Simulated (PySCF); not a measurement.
BiH₃O. Atoms are numbered in the order given.

```xyz
5

Bi     0.0305     0.1991     0.0000
H     -1.2483     0.3455    -1.2623
H     -1.2483     0.3455     1.2623
O      0.0946    -1.8720     0.0000
H     -0.7918    -2.2423     0.0000
```

Geometry: PBE0-D3(BJ)/def2-TZVP. The def2 effective core potentials stand for the cores of Bi; spin–orbit coupling is left out.

These are PBE0/def2-TZVPD (PySCF) values and carry that method's errors.

Mulliken values depend strongly on the basis, most of all with diffuse functions as here. ESP charges are fitted to the potential on shells at 1.4 to 2.0 van der Waals radii. Atomic charges (e):

```csv
atom,Mulliken,ESP fit
Bi1,0.46,___
H2,-0.03,___
H3,-0.03,___
O4,-0.72,___
H5,0.32,___
```

**Question.** What belongs in the gaps? (Estimate from the structure and the level; the computed values follow.)

**Answer.** 
- Bi1, ESP fit: 0.47
- H2, ESP fit: -0.11
- H3, ESP fit: -0.11
- O4, ESP fit: -0.62
- H5, ESP fit: 0.36
